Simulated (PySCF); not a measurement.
Si(H)3(NHMe) (CH₇NSi), SMILES CN[SiH3]. Atoms are numbered in the order given.

```xyz
10

Si     1.0831    -0.1819     0.2108
N     -0.4591    -0.0663    -0.5733
C     -1.6660     0.4272     0.0636
H      2.0763    -0.5788    -0.8284
H      1.4292     1.1488     0.7936
H      1.1729    -1.1768     1.3325
H     -0.6353    -0.7004    -1.3466
H     -2.2239    -0.3401     0.6382
H     -2.3613     0.8578    -0.6776
H     -1.4117     1.2363     0.7685
```

Coordinates come from a B3LYP-D3(BJ)/def2-SVP optimisation.

These are B3LYP/pcSseg-1 (PySCF) values and carry that method's errors.

GIAO shieldings, no solvent; atoms alike by connectivity are averaged. δ = σ(ref) − σ: ²⁹Si against TMS (σ = 338.7 ppm); ¹⁵N against NH3 (σ = 265.5 ppm); ¹³C against TMS (σ = 181.3 ppm); ¹H against TMS (σ = 31.68 ppm), references at their B3LYP-D3(BJ)/def2-TZVP geometries, non-relativistic.

Computed chemical shifts:
```tsv
nucleus	atoms	count	δ (ppm)
²⁹Si	Si1	1	-55.6
¹⁵N	N2	1	11.2
¹³C	C3	1	36.1
¹H	H4, H5, H6	3	4.76
¹H	H8, H9, H10	3	2.97
¹H	H7	1	-0.27
```
